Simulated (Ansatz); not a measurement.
Input file for C6H7NO, SMILES `Cc1cc(O)ccn1`:

```yaml
crystal:
  periodic: [false, false, false]
  atoms:
    - {symbol: C, position_ang: [0.863722, -2.186922, 0.064614]}
    - {symbol: C, position_ang: [0.117148, -0.890084, 0.018562]}
    - {symbol: C, position_ang: [0.805973, 0.319910, 0.022245]}
    - {symbol: C, position_ang: [0.089893, 1.505370, -0.021345]}
    - {symbol: O, position_ang: [0.676171, 2.719311, -0.021173]}
    - {symbol: C, position_ang: [-1.297780, 1.444281, -0.067381]}
    - {symbol: C, position_ang: [-1.882300, 0.194278, -0.066688]}
    - {symbol: N, position_ang: [-1.211216, -0.954702, -0.025354]}
    - {symbol: H, position_ang: [1.479197, -2.254813, 0.965681]}
    - {symbol: H, position_ang: [1.532133, -2.286519, -0.794873]}
    - {symbol: H, position_ang: [0.156357, -3.014204, 0.058031]}
    - {symbol: H, position_ang: [1.891648, 0.330291, 0.058832]}
    - {symbol: H, position_ang: [1.631670, 2.613164, 0.012939]}
    - {symbol: H, position_ang: [-1.887446, 2.351091, -0.102062]}
    - {symbol: H, position_ang: [-2.965170, 0.109547, -0.102028]}
basis:
  gaussian: {orbitals: def2-SVP}
correlation: {method: ccsd_t}
```

```sh
$ ansatz run in.yaml --threads 2 --pin off --events-out ev --progress --plain --max-ram 32768MiB --backend cuda --devices 0, --max-vram 18GiB
```

The program prints (abridged):

```
Functional definition: HF
1509 factors; integrals over basis functions are off by at most 1.6e-3 eV
mean field evaluation 1: about -9800.6382 eV, gradient 4.0e1 eV
mean field evaluation 2: about -9800.6516 eV, gradient 4.0e1 eV
mean field evaluation 4: about -9804.9550 eV, gradient 5.6e0 eV
mean field evaluation 8: about -9805.0422 eV, gradient 3.0e-1 eV
mean field evaluation 16: about -9804.9422 eV, gradient 5.6e0 eV
mean field -9805.04283676 eV, -360.3286781541 hartree, gradient 2.4e-6 eV, S^2 0.000000; 0 other end points of the search recorded, 0 dependent functions left out; unrestricted orbitals would lower it
8 core orbitals not correlated: weight in the atoms' cores, before any rotation towards them, 1.000 or more for the frozen orbitals, at most 0.000 for the correlated occupied ones
reference -9805.04283676 eV, -360.3286781541 hartree; 21, 21 occupied and 118, 118 virtual orbitals, 1509 factors
second order -30.70483651 eV of doubles, -0.00000000 eV of singles
cycle   1  -30.90602339 eV  change   -2.0e-1 eV  update   1.4e-1
cycle   2  -31.74359339 eV  change   -8.4e-1 eV  update   4.2e-2
cycle   3  -31.95098371 eV  change   -2.1e-1 eV  update   2.2e-2
cycle   4  -31.94761752 eV  change    3.4e-3 eV  update   6.4e-3
cycle   5  -31.94557931 eV  change    2.0e-3 eV  update   3.1e-3
cycle   6  -31.94627751 eV  change   -7.0e-4 eV  update   9.9e-4
cycle   7  -31.94565459 eV  change    6.2e-4 eV  update   3.3e-4
cycle   8  -31.94550957 eV  change    1.5e-4 eV  update   1.5e-4
cycle   9  -31.94553997 eV  change   -3.0e-5 eV  update   5.0e-5
perturbative correction -1.27098500 eV, -0.0467078372 hartree
Total energy: -9838.25936172 eV, -361.5493629317 hartree
```

It took 8.5 s on 2 threads of an AMD EPYC 7R13 on a shared host and a share of an NVIDIA H100 80 GB, with 0.78 GiB of host memory at the peak.

The correlation energy is -33.217 eV, 3.8 % of it from (T); the T1 diagnostic reads 0.0132.
